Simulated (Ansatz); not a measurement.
Program: Ansatz. Geometries: PBE0-D4/def2-TZVP. ΔE: electronic, gas phase. CCSD(T)/CBS adds triple-zeta CCSD(T) − MP2 to the extrapolated MP2 energy (def2 sets, frozen cores). This one scheme is used for every species. Functionals use def2-TZVPP. B3LYP here is the variant with VWN-RPA as its local correlation; programs differ in this. For Se outer-core shells are correlated without core-valence functions, which leaves a few kJ/mol of doubt a bond. Scalar relativity is left out up to krypton. Each species was taken in one conformer, which may not be the lowest.

Consider the formal hydrolysis of a B–Se bond: `C[Se]B1CO1` + H₂O → `OB1CO1` + `C[SeH]`.

| level | ΔE (kJ/mol) | difference from CCSD(T)/CBS |
| --- | --- | --- |
| PBE-D4 | -42.0 | -1.2 |
| r2SCAN-D4 | -47.9 | -7.1 |
| PBE0-D4 | -44.7 | -3.9 |
| B3LYP-D4 | -52.2 | -11.4 |
| ωB97X-V | -51.7 | -10.9 |
| ωB97M-V | -53.0 | -12.2 |
| B2PLYP | -52.8 | -12.0 |
| PBE | -46.4 | -5.6 |
| r2SCAN | -49.3 | -8.5 |
| PBE0 | -48.8 | -8.0 |
| B3LYP | -59.3 | -18.5 |
| HF/def2-TZVPP | -71.1 | -30.3 |
| MP2/def2-TZVPP | -38.4 | 2.4 |
| SCS-MP2/def2-TZVPP | -45.1 | -4.3 |
| CCSD/def2-TZVPP | -49.3 | -8.5 |
| CCSD(T)/def2-TZVPP | -45.0 | -4.2 |
| HF/def2-QZVPP | -72.0 | -31.2 |
| MP2/def2-QZVPP | -36.3 | 4.5 |
| SCS-MP2/def2-QZVPP | -43.4 | -2.6 |
| HF/CBS(def2) | -72.1 | -31.3 |
| MP2/CBS(def2) | -34.2 | 6.6 |
| CCSD/CBS(def2) | -45.1 | -4.3 |
| CCSD(T)/CBS | -40.8 | 0 |

Largest T1 diagnostic among the species: 0.014.

In def2-TZVPP, CCSD(T) changes the Hartree–Fock value by +26.1 kJ/mol (the triples alone add +4.4 kJ/mol) and MP2 by +32.7 kJ/mol. The D4 term adds +7.1 kJ/mol with B3LYP and +4.1 kJ/mol with PBE0; it sums over pairs of atoms, weighted by their polarisabilities, and B3LYP, whose exchange is more repulsive, gets the larger term.
